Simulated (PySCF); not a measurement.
# UHF on As(2+) (arsenic, charge +2)

Configuration: [Ar] 3d10 4s2 5s1, 2S determinant (an excited configuration). All numbers are calculated (PySCF 2.14, a scalar-relativistic core potential, in aug-cc-pVQZ-PP with ECP10MDF).

* Total energy: -329.732199 hartree
* One-electron energy: -564.9929 hartree
* Hartree (Coulomb) energy: 260.2029 hartree
* Exchange energy: -24.9422 hartree
* ⟨S²⟩: 0.7501
* ⟨L²⟩: 0.000
* Sum of ⟨r⟩: 19.44 bohr
* Sum of ⟨r²⟩: 36.94 bohr²

```tsv
shell	electrons	mean orbital energy (eV)	rms radius, mean of both spins (bohr)
3s α	1	-247.46	0.641
3s β	1	-247.32	0.641
3p α	3	-190.48	0.668
3p β	3	-190.42	0.668
3d α	5	-83.628	0.737
3d β	5	-83.581	0.737
4s α	1	-41.496	1.90
4s β	1	-41.039	1.90
5s α	1	-14.637	4.56
```

Energies and moments cover only the electrons outside the core potential. The outer electron is Rydberg-like, and this basis confines it to a smaller radius and binds it less than a complete one would.
